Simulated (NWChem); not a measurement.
Species: CH7NSi2; SMILES [SiH2]1[SiH2]NC1

```xyz
11

C      1.2686     0.7172     0.0000
N      1.1091    -0.7355     0.0000
Si    -0.5798    -1.1676     0.0000
Si    -0.6083     1.1676     0.0000
H      1.7982     1.1047     0.8914
H      1.7982     1.1047    -0.8914
H      1.9403    -1.3164     0.0000
H     -1.0649    -1.9300    -1.1987
H     -1.0649    -1.9300     1.1987
H     -1.0743     1.9060    -1.2140
H     -1.0743     1.9060     1.2140
```
Atoms are numbered in this order, from 1.

Computed with NWChem. Pople sets run with spherical d functions. All runs use the structure optimised with PBE0/def2-SVP.

For level Hartree-Fock/6-311++G**:

```yaml
highest occupied level (eV): -9.92
orbital gap (eV): 11.12
```

Problem. How do the values read with level Hartree-Fock/3-21G instead?

Solution. 
| Item | Value |
|---|---|
| highest occupied level (eV) | -9.63 |
| orbital gap (eV) | 12.82 |
